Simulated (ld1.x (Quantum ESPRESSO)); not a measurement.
Scattering properties, ultrasoft potential for Al

```json
{
  "Element": "aluminium (Al)",
  "Generator": "ld1.x (Quantum ESPRESSO) 7.5",
  "Type": "ultrasoft",
  "Functional": "Wu–Cohen",
  "Relativity": "scalar-relativistic",
  "Frozen core": "[Ne]",
  "Valence charge": "3",
  "Reference configuration": "3s1.75 3p1.25",
  "Partial waves": "3s (bound): rcut 1.70, rcutus 2.30 bohr; 3s channel at 1.1 Ry: rcut 1.70, rcutus 2.30 bohr; 3p (bound): rcut 2.25, rcutus 2.45 bohr; 3p channel at 0.1 Ry: rcut 2.25, rcutus 2.45 bohr",
  "Local potential": "all-electron potential smoothed inside 2.84 bohr (lloc = -1)",
  "Core correction": "none",
  "Augmentation charge": "PSQ, inside the norm-conserving radii"
}
```

The phase is arctan(r·u′/u) with u = r·R(r), unwrapped; energies in Ry, scanned from -3 to 5 Ry. A pole is an energy at which the radial function vanishes at the test radius. The pseudo phase is shifted by a multiple of π to meet the all-electron one at the reference energy, and phase errors are pseudo minus all-electron; the curves can meet again beyond the range given. Levels narrower than the energy grid can be missing from the lists of poles.

Q: For each channel, where are the poles, and over which energies does the pseudopotential scatter like the atom?

A:

| channel | radius (bohr) | reference energy (Ry) | poles, all-electron | poles, pseudo | unbroken range about the reference energy with phases within 0.05 rad | phase error 1 Ry above the reference energy (rad) |
| --- | --- | --- | --- | --- | --- | --- |
| s | 3.09 | -0.58 | 0.05, 4.83 | 0.05, 4.68 | the whole range | -0.000 |
| p | 3.09 | -0.21 | 0.74 | 0.74 | below 2.6 | -0.000 |

Phases in the s channel:

| E (Ry) | all-electron | pseudo |
| --- | --- | --- |
| -3.00 | 1.355 | 1.355 |
| -2.76 | 1.341 | 1.341 |
| -2.52 | 1.325 | 1.325 |
| -2.28 | 1.305 | 1.305 |
| -2.04 | 1.278 | 1.278 |
| -1.80 | 1.241 | 1.241 |
| -1.56 | 1.185 | 1.185 |
| -1.32 | 1.090 | 1.090 |
| -1.08 | 0.888 | 0.888 |
| -0.84 | 0.284 | 0.284 |
| -0.60 | -0.861 | -0.861 |
| -0.36 | -1.327 | -1.327 |
| -0.12 | -1.501 | -1.501 |
| 0.12 | -1.594 | -1.594 |
| 0.36 | -1.660 | -1.660 |
| 0.60 | -1.715 | -1.715 |
| 0.84 | -1.771 | -1.771 |
| 1.08 | -1.836 | -1.836 |
| 1.32 | -1.923 | -1.923 |
| 1.56 | -2.058 | -2.058 |
| 1.80 | -2.309 | -2.310 |
| 2.04 | -2.841 | -2.846 |
| 2.28 | -3.619 | -3.628 |
| 2.52 | -4.098 | -4.105 |
| 2.76 | -4.322 | -4.328 |
| 3.00 | -4.443 | -4.448 |
| 3.24 | -4.518 | -4.523 |
| 3.48 | -4.569 | -4.574 |
| 3.72 | -4.607 | -4.613 |
| 3.96 | -4.637 | -4.643 |
| 4.20 | -4.661 | -4.669 |
| 4.44 | -4.683 | -4.691 |
| 4.68 | -4.701 | -4.712 |
| 4.92 | -4.718 | -4.732 |
